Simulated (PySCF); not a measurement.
PySCF input (M06-2X/def2-TZVPD):

```python
from pyscf import gto, scf, dft

mol = gto.M(
    atom='''
    C    -1.95128337   -0.11665096    0.17918081
    Si   -0.14342990    0.20466928    0.21771629
    F     0.44419349   -0.03610994    1.67307258
    F     0.17171359    1.71601757   -0.15356361
    Cl    0.89108550   -0.98452541   -1.07729003
    H    -2.16042376   -1.15215991    0.45027397
    H    -2.34983674    0.06582240   -0.81950265
    H    -2.46563783    0.53863672    0.88446566
    ''',
    basis='def2-tzvpd',
    charge=0,
    spin=0,
    verbose=4,
)

mf = dft.RKS(mol, xc='m062x').density_fit(auxbasis='def2-universal-jkfit')
mf.grids.level = 4
mf.conv_tol = 1e-9
mf.max_cycle = 100
mf.max_memory = 1500
mf.kernel()
if not mf.converged:
    mf = mf.newton()
    mf.kernel(mf.make_rdm1())
mf.analyze()
```

End of the output:

```
Extra cycle  E= -989.51807093043  delta_E= -2.71e-11  |g|= 1.76e-05  |ddm|= 3.02e-05
converged SCF energy = -989.51807093043
**** SCF Summaries ****
Total Energy =                        -989.518070930430213
Nuclear Repulsion Energy =             313.624434672188045
One-electron Energy =                -1993.516200560081415
Two-electron Energy =                  690.373694957463158
Two-electron Coulomb Energy =          767.124886613096805
DFT Exchange-Correlation Energy =      -76.751191655633676
HOMO-LUMO gap [eV] =                    11.008186513161018
**** MO energy ****
MO #1   energy= -102.650885946488  occ= 2
MO #2   energy= -67.1133303020514  occ= 2
MO #3   energy= -25.2569786398405  occ= 2
MO #4   energy= -25.2569639288939  occ= 2
MO #5   energy= -10.5476905239598  occ= 2
MO #6   energy= -9.81549493488993  occ= 2
MO #7   energy= -7.535862385032    occ= 2
MO #8   energy= -7.53311615165549  occ= 2
MO #9   energy= -7.53309387439853  occ= 2
MO #10  energy= -5.6421355458804   occ= 2
MO #11  energy= -3.95452816226711  occ= 2
MO #12  energy= -3.95445132793202  occ= 2
MO #13  energy= -3.95211966139915  occ= 2
MO #14  energy= -1.36406284194913  occ= 2
MO #15  energy= -1.34529208300052  occ= 2
MO #16  energy= -0.941346033063979 occ= 2
MO #17  energy= -0.824305012965702 occ= 2
MO #18  energy= -0.666229993427883 occ= 2
MO #19  energy= -0.607413314908412 occ= 2
MO #20  energy= -0.582114524844273 occ= 2
MO #21  energy= -0.577513825082564 occ= 2
MO #22  energy= -0.550463671790975 occ= 2
MO #23  energy= -0.535723536712896 occ= 2
MO #24  energy= -0.511782834577757 occ= 2
MO #25  energy= -0.495256657266296 occ= 2
MO #26  energy= -0.489706785178441 occ= 2
MO #27  energy= -0.432328212230148 occ= 2
MO #28  energy= -0.412525058350832 occ= 2
MO #29  energy= -0.403822371090829 occ= 2
MO #30  energy= 0.000721025010719947 occ= 0
MO #31  energy= 0.0294122365347243 occ= 0
MO #32  energy= 0.0369795253549572 occ= 0
MO #33  energy= 0.037788275485129  occ= 0
MO #34  energy= 0.0552327517031514 occ= 0
MO #35  energy= 0.0658387957798631 occ= 0
MO #36  energy= 0.067552901168044  occ= 0
MO #37  energy= 0.0875433877455242 occ= 0
MO #38  energy= 0.0891778981238294 occ= 0
MO #39  energy= 0.0937964830264549 occ= 0
MO #40  energy= 0.0961780607461797 occ= 0
MO #41  energy= 0.0991052891013963 occ= 0
MO #42  energy= 0.124211826596975  occ= 0
MO #43  energy= 0.125004258258956  occ= 0
MO #44  energy= 0.127449773226795  occ= 0
MO #45  energy= 0.139306189914653  occ= 0
MO #46  energy= 0.147510248942571  occ= 0
MO #47  energy= 0.158964563468396  occ= 0
MO #48  energy= 0.166295631729595  occ= 0
MO #49  energy= 0.188506109488913  occ= 0
MO #50  energy= 0.205251107897326  occ= 0
MO #51  energy= 0.207508893056229  occ= 0
MO #52  energy= 0.207949259670678  occ= 0
MO #53  energy= 0.229545746866212  occ= 0
MO #54  energy= 0.245143341266986  occ= 0
MO #55  energy= 0.246964645798957  occ= 0
MO #56  energy= 0.251858652151122  occ= 0
MO #57  energy= 0.253012385741495  occ= 0
MO #58  energy= 0.257269891271425  occ= 0
MO #59  energy= 0.265029965346509  occ= 0
MO #60  energy= 0.272012479021251  occ= 0
MO #61  energy= 0.282026148836793  occ= 0
MO #62  energy= 0.292980241213605  occ= 0
MO #63  energy= 0.301925798408099  occ= 0
MO #64  energy= 0.303819691019025  occ= 0
MO #65  energy= 0.330830654471912  occ= 0
MO #66  energy= 0.337303282669776  occ= 0
MO #67  energy= 0.349780737671767  occ= 0
MO #68  energy= 0.356345370698884  occ= 0
MO #69  energy= 0.37162914229099   occ= 0
MO #70  energy= 0.375214901074586  occ= 0
MO #71  energy= 0.378983410773537  occ= 0
MO #72  energy= 0.400423479123111  occ= 0
MO #73  energy= 0.408853881384694  occ= 0
MO #74  energy= 0.421100513461118  occ= 0
MO #75  energy= 0.437683979793724  occ= 0
MO #76  energy= 0.446289311995641  occ= 0
MO #77  energy= 0.449055357587571  occ= 0
MO #78  energy= 0.466068285319551  occ= 0
MO #79  energy= 0.476681025768948  occ= 0
MO #80  energy= 0.507340465328612  occ= 0
MO #81  energy= 0.516588161472053  occ= 0
MO #82  energy= 0.526961892752138  occ= 0
MO #83  energy= 0.539667885562338  occ= 0
MO #84  energy= 0.569957424602299  occ= 0
MO #85  energy= 0.585218575278455  occ= 0
MO #86  energy= 0.59153409685746   occ= 0
MO #87  energy= 0.64360733436419   occ= 0
MO #88  energy= 0.646345817230398  occ= 0
MO #89  energy= 0.650884955634299  occ= 0
MO #90  energy= 0.674762344522961  occ= 0
MO #91  energy= 0.675837662112514  occ= 0
MO #92  energy= 0.685800934117367  occ= 0
MO #93  energy= 0.690217084801995  occ= 0
MO #94  energy= 0.696542137712279  occ= 0
MO #95  energy= 0.696682238955513  occ= 0
MO #96  energy= 0.699974119367951  occ= 0
MO #97  energy= 0.711756899978536  occ= 0
MO #98  energy= 0.719354291050713  occ= 0
MO #99  energy= 0.729956623001573  occ= 0
MO #100 energy= 0.753285892767198  occ= 0
MO #101 energy= 0.758990453594339  occ= 0
MO #102 energy= 0.780041904274138  occ= 0
MO #103 energy= 0.780214704621365  occ= 0
MO #104 energy= 0.796545581640513  occ= 0
MO #105 energy= 0.821489701754068  occ= 0
MO #106 energy= 0.830246161296188  occ= 0
MO #107 energy= 0.84770957254267   occ= 0
[...]
```
